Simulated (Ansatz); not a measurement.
Ideal-gas functions of `[F][Sn]([F])[Cl]` radical at 298.15 K and 1 bar, from an Ansatz frequency run at PBE0-D4/def2-TZVP.

Molar mass 192.16 g/mol, point group Cs (symmetry number 1), electronic degeneracy 2, moments of inertia 110.264, 217.667, 278.561 u Å². Harmonic wavenumbers (cm⁻¹, unscaled): 116, 145, 171, 363, 616, 621.

Use S(trans) = R[1.5 ln M + 2.5 ln T − 1.1517]; rotational temperatures θ = 24.2544 K / I; S(rot) = R[ln(√π/σ · √(T³/θAθBθC)) + 1.5]; for each mode x = 1.438777 ν̃/T, S = R[x/(eˣ − 1) − ln(1 − e⁻ˣ)] and H = RT x/(eˣ − 1); 1 cm⁻¹ = 0.0119627 kJ/mol; R = 8.31446 J/(mol·K).

Problem. By hand: the entropy, in J/(mol·K).

Solution. Translation 174.4. Rotation: θ = 0.22, 0.1114, 0.0871 K, giving 113.9. Vibration, mode by mode: 13.25, 11.45, 10.14, 4.64, 1.77, 1.74, in all 43.0. Electronic 5.8. Sum 337.1 J/(mol·K).

Problem. By hand: H − E and G − E in kJ/mol, counted from the electronic energy.

Solution. Zero-point energy ½ × 2032 × 0.0119627 = 12.2; thermal vibration 6.9; translation, rotation and pV give 4 RT = 9.9. H − E = 29.0 kJ/mol, and G − E = 29.0 − 298.15 × 337.1/1000 = -71.5 kJ/mol.

Vibration gives 13 % of the entropy, 24.7 J/(mol·K) of it from the modes under 150 cm⁻¹: soft modes count most, and the harmonic formula is weakest for them.
